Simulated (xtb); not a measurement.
hydrogen fluoride, charge +1, doublet, from a rough starting geometry (a state made from the parent by changing its charge; the spin is typed, not shown lowest); GFN2-xTB (xtb).

Input for xtb:
```
$ xtb mol.xyz --gfn 2 --chrg 1 --uhf 1 --opt vtight --json

# file mol.xyz
2

F      0.02218476    -0.01862280     0.44527738
H      0.00932547     0.00011413    -0.47216418
```

It wrote (shortened):

```
   ID    Z sym.   atoms
    1    9 F      1
    2    1 H      2

           -------------------------------------------------
          |                Calculation Setup                |
           -------------------------------------------------

           -------------------------------------------------
          |                 G F N 2 - x T B                 |
           -------------------------------------------------

          ...................................................
          :                      SETUP                      :
          :.................................................:
          :  # basis functions                   5          :
          :  # atomic orbitals                   5          :
          :  # shells                            3          :
          :  # electrons                         7          :
          :  max. iterations                   250          :
          :  Hamiltonian                  GFN2-xTB          :
          :  restarted?                      false          :
          :  GBSA solvation                  false          :
          :  PC potential                    false          :
          :  electronic temp.          300.0000000     K    :
          :  accuracy                    1.0000000          :
          :  -> integral cutoff          0.2500000E+02      :
          :  -> integral neglect         0.1000000E-07      :
          :  -> SCF convergence          0.1000000E-05 Eh   :
          :  -> wf. convergence          0.1000000E-03 e    :
          :  Broyden damping             0.4000000          :
          :  net charge                          1          :
          :  unpaired electrons                  1          :
          ...................................................

 iter      E             dE          RMSdq      gap      omega  full diag
   1     -4.4872887 -0.448729E+01  0.331E+00   21.79       0.0  T
   2     -4.4876424 -0.353759E-03  0.197E+00   21.42       1.0  T
   3     -4.4877228 -0.803445E-04  0.169E-01   21.00       1.0  T
   4     -4.4877348 -0.119674E-04  0.837E-03   21.09       8.5  T
   5     -4.4877348 -0.311127E-07  0.168E-03   21.09      42.0  T
   6     -4.4877348 -0.176374E-10  0.118E-05   21.09    5976.3  T
   7     -4.4877348 -0.781597E-13  0.159E-06   21.09   44355.1  T

   *** convergence criteria satisfied after 7 iterations ***

         :::::::::::::::::::::::::::::::::::::::::::::::::::::
         ::                     SUMMARY                     ::
         :::::::::::::::::::::::::::::::::::::::::::::::::::::
         :: total energy              -4.465116845916 Eh    ::
         :: gradient norm              0.116958556366 Eh/a0 ::
         :: HOMO-LUMO gap             21.087084045015 eV    ::
         ::.................................................::
         :: SCC energy                -4.487734788566 Eh    ::
         :: -> isotropic ES            0.215938463664 Eh    ::
         :: -> anisotropic ES         -0.004028323047 Eh    ::
         :: -> anisotropic XC         -0.000368553406 Eh    ::
         :: -> dispersion             -0.000018631486 Eh    ::
         :: repulsion energy           0.022617942650 Eh    ::
         :: add. restraining           0.000000000000 Eh    ::
         :: total charge               1.000000000000 e     ::
         :::::::::::::::::::::::::::::::::::::::::::::::::::::

      -----------------------------------------------------------
     |                   =====================                   |
     |                        A N C O P T                        |
     |                   =====================                   |
     |               Approximate Normal Coordinate               |
     |                Rational Function Optimizer                |
      -----------------------------------------------------------
      -----------------------------------------------------------
[...]
 * total energy  :    -4.4651168 Eh     change        0.3463896E-13 Eh
 * total energy  :    -4.4714581 Eh     change       -0.6341240E-02 Eh
 * total energy  :    -4.4727857 Eh     change       -0.1327654E-02 Eh
 * total energy  :    -4.4730582 Eh     change       -0.2724728E-03 Eh
 * total energy  :    -4.4730779 Eh     change       -0.1969023E-04 Eh
 * total energy  :    -4.4730782 Eh     change       -0.2928001E-06 Eh
 * total energy  :    -4.4730783 Eh     change       -0.7048521E-07 Eh
   *** GEOMETRY OPTIMIZATION CONVERGED AFTER 7 ITERATIONS ***
[...]
   1     -4.4794916 -0.447949E+01  0.335E-08   15.16       0.0  T
   2     -4.4794916  0.364153E-13  0.153E-08   15.16  100000.0  T
   3     -4.4794916  0.355271E-14  0.302E-09   15.16  100000.0  T

   *** convergence criteria satisfied after 3 iterations ***

         :::::::::::::::::::::::::::::::::::::::::::::::::::::
         ::                     SUMMARY                     ::
         :::::::::::::::::::::::::::::::::::::::::::::::::::::
         :: total energy              -4.473078266863 Eh    ::
         :: gradient norm              0.000001105259 Eh/a0 ::
         :: HOMO-LUMO gap             15.156948497239 eV    ::
         ::.................................................::
         :: SCC energy                -4.479491597772 Eh    ::
         :: -> isotropic ES            0.210833959085 Eh    ::
         :: -> anisotropic ES         -0.005624986177 Eh    ::
         :: -> anisotropic XC          0.000173492994 Eh    ::
         :: -> dispersion             -0.000018119538 Eh    ::
         :: repulsion energy           0.006413330909 Eh    ::
         :: add. restraining           0.000000000000 Eh    ::
         :: total charge               1.000000000000 e     ::
         :::::::::::::::::::::::::::::::::::::::::::::::::::::

           -------------------------------------------------
          |                Property Printout                |
           -------------------------------------------------

    * Orbital Energies and Occupations

         #    Occupation            Energy/Eh            Energy/eV
      -------------------------------------------------------------
         1        2.0000           -1.2894692             -35.0882
         2        2.0000           -1.0556551             -28.7258
         3        1.5000           -1.0183708             -27.7113
         4        1.5000           -1.0183708             -27.7113 (HOMO)
         5                         -0.4613632             -12.5543 (LUMO)
      -------------------------------------------------------------
                  HL-Gap            0.5570076 Eh           15.1569 eV
             Fermi-level           -0.8791189 Eh          -23.9220 eV

     #   Z          covCN         q      C6AA      α(0)
     1   9 F        0.723     0.350     6.858     3.093
     2   1 H        0.723     0.650     0.215     0.734

 Mol. C6AA /au·bohr⁶  :          9.387709
 Mol. C8AA /au·bohr⁸  :        153.240126
 Mol. α(0) /au        :          3.826514

Wiberg/Mayer (AO) data.
largest (>0.10) Wiberg bond orders for each atom

 ---------------------------------------------------------------------------
     #   Z sym  total        # sym  WBO       # sym  WBO       # sym  WBO
 ---------------------------------------------------------------------------
     1   9 F    0.577 --     2 H    0.577
     2   1 H    0.577 --     1 F    0.577
 ---------------------------------------------------------------------------

Topologies differ in total number of bonds
Writing topology from bond orders to xtbtopo.mol

molecular dipole:
                 x           y           z       tot (Debye)
 q only:        0.026      -0.011      -0.321
   full:        0.023      -0.008      -0.512       1.304
molecular quadrupole (traceless):
                xx          xy          yy          xz          yz          zz
 q only:       -0.494      -0.001      -0.494       0.006      -0.022       0.988
  q+dip:       -0.570      -0.001      -0.571       0.001      -0.021       1.141
   full:       -0.379      -0.000      -0.380      -0.007      -0.009       0.759

optimized geometry written to: xtbopt.xyz

           -------------------------------------------------
          | TOTAL ENERGY               -4.473078266863 Eh   |
          | GRADIENT NORM               0.000001105259 Eh/α |
          | HOMO-LUMO GAP              15.156948497239 eV   |
           -------------------------------------------------

normal termination of xtb
```
